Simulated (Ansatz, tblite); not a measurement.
MCl4 with several metals: vertical triplet (eV) at several levels, gas phase, relaxed structures; Ansatz, xTB through tblite. Core potentials for Hf, Zr in the def2 sets, no spin–orbit coupling. xTB has no spin-polarisation term. The structures are stationary points that may keep the symmetry of their start. Remarks come from the PBE and PBE0 runs and from stability tests at other levels; not every state was tested. HOMO above LUMO (over both spins in singlets and doublets, within one spin in higher multiplets; at PBE or PBE0), or a gap under 0.15 eV within one spin, warns that the state may not be the lowest or that an electron is smeared out.

| species | state | geometry | GFN1-xTB | GFN2-xTB | PBE-D4/def2-TZVP | r2SCAN-D4/def2-TZVP | PBE0-D4/def2-TZVP | remarks |
| --- | --- | --- | --- | --- | --- | --- | --- | --- |
| ZrCl4 | singlet | r2SCAN-D4/def2-SVP | 3.53 | 3.17 | 4.92 | 5.13 | 5.27 | gap within one spin near zero at PBE or PBE0 (triplet) |
| TiCl4 | singlet | PBE-D4/def2-SVP | 3.03 | 3.05 | 3.81 | 3.84 | 3.71 | gap within one spin near zero at PBE or PBE0 (triplet) |
| HfCl4 | singlet | PBE-D4/def2-SVP | 3.97 | 2.75 | 5.34 | 5.58 | 5.79 | gap within one spin near zero at PBE or PBE0 (triplet) |

Over the 3 species that have every level, the mean is 3.51 at GFN1-xTB, 2.99 at GFN2-xTB, 4.69 at PBE-D4/def2-TZVP, 4.85 at r2SCAN-D4/def2-TZVP, 4.92 at PBE0-D4/def2-TZVP.
